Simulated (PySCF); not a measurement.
C2H6Ge, SMILES C=[CH][GeH3], singlet (CAM-B3LYP/def2-SVP optimised geometry):

```
9

Ge     0.084    -1.587     0.000
C     -0.538     0.251     0.000
C      0.278     1.304    -0.001
H     -0.429    -2.331     1.244
H      1.620    -1.587     0.000
H     -0.429    -2.331    -1.244
H     -1.620     0.427     0.001
H     -0.103     2.331     0.000
H      1.368     1.195    -0.001
```

Method: CAM-B3LYP/def2-TZVP run with PySCF.

Q: What are the frontier orbital energies and the dipole moment?

A: HOMO-2 -10.87 eV, HOMO-1 -10.15 eV, HOMO -9.23 eV, LUMO 0.85 eV, LUMO+1 2.08 eV; dipole moment 0.57 D.

On the same geometry PBE/def2-TZVP (PySCF) gives HOMO-2 -8.14 eV, HOMO-1 -7.49 eV, HOMO -6.80 eV, LUMO -1.34 eV, LUMO+1 0.34 eV; dipole moment 0.59 D.

Meta-Löwdin charges at CAM-B3LYP/def2-TZVP: Ge1 0.38, C2 -0.30, C3 -0.22, H4 -0.07, H5 -0.07, H6 -0.07, H7 0.12, H8 0.12, H9 0.11.
